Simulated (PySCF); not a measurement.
SiCl2, SMILES [Si](Cl)Cl (connectivity only; charge and spin as stated), neutral, multiplicity 1. The structure is a stationary point at PBE-D3(BJ)/def2-TZVP. The isomer is the one that the SMILES or the coordinates give; other isomers of the formula were not compared.

Computed with PBE-D3(BJ)/def2-TZVP run with PySCF.

Harmonic wavenumbers (cm⁻¹): 186, 492, 496. Rotational constants (GHz): 14.33, 2.690, 2.265; symmetry number 2.

Q: Work out the zero-point energy and the ideal-gas rigid-rotor harmonic-oscillator thermochemistry at 298.15 K and 1 atm.

A: ZPE = ½ Σ hcν = ½ × 1174 cm⁻¹ = 1.68 kcal/mol. H − E(el) = 4.70 kcal/mol. Entropy in cal/(mol K): translation 39.69, rotation 24.34, vibration 3.61, total 67.64. G − E(el) = -15.46 kcal/mol. Cp = 12.33 cal/(mol K).
